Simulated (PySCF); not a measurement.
## How exact exchange moves a shielding

Molecule: SMILES CS[SiH2]B(O)O, CH7BO2SSi.

Structure with atom numbers: `[CH3:1][S:2][SiH2:3][B:4]([OH:5])[OH:6]`. Each H is labelled by its parent atom.

GIAO shieldings (ppm, equivalent atoms averaged) in PySCF 2.14 on the PBE0-D3(BJ)/def2-SVP geometry, basis pcSseg-1, gas phase, non-relativistic:

| functional | exact exchange (%) | σ(S2) | σ(Si3) | σ(B4) | σ(O5/O6) |
| --- | --- | --- | --- | --- | --- |
| BLYP | 0 | 686.9 | 379.4 | 65.2 | 175.5 |
| BP86 | 0 | 709.5 | 390.2 | 68.3 | 175.9 |
| PBE | 0 | 711.9 | 392.4 | 67.9 | 174.9 |
| B3LYP | 20 | 713.6 | 391.8 | 68.0 | 182.9 |
| mPW1PW91 | 25 | 738.4 | 404.4 | 71.3 | 184.4 |
| BHandHLYP | 50 | 746.4 | 410.1 | 72.6 | 193.8 |
| HF | 100 | 795.8 | 442.8 | 82.4 | 210.5 |

Q: Fit each shielding as a line in the percentage of exact exchange.

A: σ(S2) = 703.1 + 0.93 x (rms 9.3 ppm); σ(Si3) = 386.4 + 0.55 x (rms 4.9 ppm); σ(B4) = 66.7 + 0.15 x (rms 1.4 ppm); σ(O5/O6) = 175.6 + 0.35 x (rms 0.4 ppm). The functionals also differ in their semilocal parts, which the line can't hold; Hartree–Fock has no correlation at all.

Q: What does the line predict for PBE0 (25 %), and what does the run give?

A: σ(S2): 726.4 predicted, 742.4 computed; σ(Si3): 400.1 predicted, 406.9 computed; σ(B4): 70.5 predicted, 71.3 computed; σ(O5/O6): 184.3 predicted, 184.4 computed ppm.
